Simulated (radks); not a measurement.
Results of a calculation; reference values are marked as such.
Charge is removed step by step from the 3s level of the chlorine ion Cl+, starting from [Ne] 3s2 3p4. Level of theory: scalar-relativistic Kohn-Sham, r2SCAN, spin-unpolarised, spherical densities, finite nucleus; meta-GGA in the generalised Kohn-Sham scheme; Fermi nuclear charge, rms radius 3.3654 fm (a radial shooting solver on a logarithmic mesh with Libxc functionals).

| removed (e) | E - E(0) (eV) | eigenvalue (eV) | E minus straight line (eV) |
|---|---|---|---|
| 0 | 0.000 | -33.010 | 0.000 |
| 0.1 | 3.365 | -34.297 | -0.595 |
| 0.2 | 6.859 | -35.596 | -1.060 |
| 0.3 | 10.484 | -36.906 | -1.395 |
| 0.4 | 14.240 | -38.227 | -1.599 |
| 0.5 | 18.129 | -39.558 | -1.669 |
| 0.6 | 22.152 | -40.899 | -1.607 |
| 0.7 | 26.309 | -42.250 | -1.409 |
| 0.8 | 30.601 | -43.611 | -1.076 |
| 0.9 | 35.030 | -44.981 | -0.607 |
| 1 | 39.597 | -46.360 | 0.000 |

Removing the whole electron costs 39.597 eV by Delta-SCF, against 33.010 eV from minus the eigenvalue at the starting occupation. Slater's transition state (half an electron removed) gives 39.558 eV. Integrating minus the eigenvalue over the occupation (Janak's theorem) gives 39.600 eV. In this scalar-relativistic scheme the density is built from large components alone, so the theorem holds only approximately. The mean slope of the eigenvalue, de/dn, is 13.4 eV per electron.
